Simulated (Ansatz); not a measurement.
Geometry optimisation, UKS B3LYP-D4/def2-mTZVP (Ansatz 0.2.0).

Input:

```yaml
crystal:
  periodic: [false, false, false]
  atoms:
    - { symbol: O, position_ang: [0.20559, 0.85102, -1.1979] }
    - { symbol: B, position_ang: [0.15154, 0.24763, 0.04338] }
    - { symbol: B, position_ang: [0.77323, 0.79306, 1.3595] }
    - { symbol: Cl, position_ang: [1.31029, 1.11369, 2.87438] }
    - { symbol: H, position_ang: [0.67727, 1.68151, -1.21757] }
    - { symbol: H, position_ang: [-0.42259, -0.79674, 0.1466] }
magnetization:
  spin_polarized: true
  initial_magnetization: 1
basis:
  gaussian: { orbitals: def2-mTZVP }
hamiltonian:
  xc: b3lyp
  dispersion: d4
relax:
  f_tol: 0.015
  max_steps: 40
```

Command:

```bash
$ ansatz run input.yaml --threads 2 --pin off --max-ram 3072MiB --backend cpu --events-out ev --progress --plain --runs-dir out
```

Where does it end, and by what steps?

It converged. The force dipped under the threshold on the way, but the program's further checks kept it going. After 11 steps the energy has fallen by 0.098 eV; B3 moved furthest, 0.15 Å.

```json
{"step": "0", "energy less start (eV)": "0.0000", "largest force component (eV/Å)": "1.615", "accepted": "yes"}
{"step": "1", "energy less start (eV)": "-0.0750", "largest force component (eV/Å)": "0.882", "accepted": "yes"}
{"step": "2", "energy less start (eV)": "-0.0968", "largest force component (eV/Å)": "0.101", "accepted": "yes"}
{"step": "3", "energy less start (eV)": "-0.0971", "largest force component (eV/Å)": "0.036", "accepted": "yes"}
{"step": "4", "energy less start (eV)": "-0.0972", "largest force component (eV/Å)": "0.035", "accepted": "yes"}
{"step": "5", "energy less start (eV)": "-0.0973", "largest force component (eV/Å)": "0.028", "accepted": "yes"}
{"step": "6", "energy less start (eV)": "-0.0974", "largest force component (eV/Å)": "0.014", "accepted": "yes"}
{"step": "7", "energy less start (eV)": "-0.0975", "largest force component (eV/Å)": "0.045", "accepted": "yes"}
{"step": "8", "energy less start (eV)": "-0.0976", "largest force component (eV/Å)": "0.053", "accepted": "yes"}
{"step": "9", "energy less start (eV)": "-0.0976", "largest force component (eV/Å)": "0.080", "accepted": "yes"}
{"step": "10", "energy less start (eV)": "-0.0977", "largest force component (eV/Å)": "0.040", "accepted": "yes"}
{"step": "11", "energy less start (eV)": "-0.0979", "largest force component (eV/Å)": "0.012", "accepted": "yes"}
```

```xyz
6
Properties=species:S:1:pos:R:3
O 0.172 0.856 -1.207
B 0.148 0.249 0.026
B 0.880 0.687 1.384
Cl 1.283 1.197 2.952
H 0.667 1.684 -1.245
H -0.455 -0.783 0.098
```

Whether the end is a true minimum wasn't checked by a vibrational analysis.

Time of the run: 11 s on 2 threads of AMD EPYC 9R45 96-Core Processor (Zen 5) (shared host), peak memory 0.23 GiB.
